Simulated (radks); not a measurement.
Values are calculated unless marked as measured or tabulated.
Charge is removed step by step from the 4p down level of the bromine ion Br+, starting from [Ar] 3d10 4s2 4p(up 3, down 1). Code: a radial shooting solver on a logarithmic mesh with Libxc functionals. Model: scalar-relativistic Kohn-Sham, PBE, spin-polarised, spherical densities, finite nucleus; Fermi nuclear charge, rms radius 4.1629 fm.

removed (e),E - E(0) (eV),eigenvalue (eV),E minus straight line (eV)
0,0.000,-16.421,0.000
0.1,1.689,-17.369,-0.436
0.2,3.473,-18.324,-0.777
0.3,5.354,-19.286,-1.022
0.4,7.330,-20.254,-1.170
0.5,9.404,-21.229,-1.221
0.6,11.575,-22.210,-1.175
0.7,13.845,-23.196,-1.030
0.8,16.214,-24.188,-0.786
0.9,18.682,-25.185,-0.443
1,21.250,-26.187,0.000

Removing the whole electron costs 21.250 eV by Delta-SCF, against 16.421 eV from minus the eigenvalue at the starting occupation. Slater's transition state (half an electron removed) gives 21.229 eV. Integrating minus the eigenvalue over the occupation (Janak's theorem) gives 21.254 eV. In this scalar-relativistic scheme the density is built from large components alone, so the theorem holds only approximately. The mean slope of the eigenvalue, de/dn, is 9.77 eV per electron. Ionisation energy of Br+ in the NIST Atomic Spectra Database: 21.591 eV (measured).
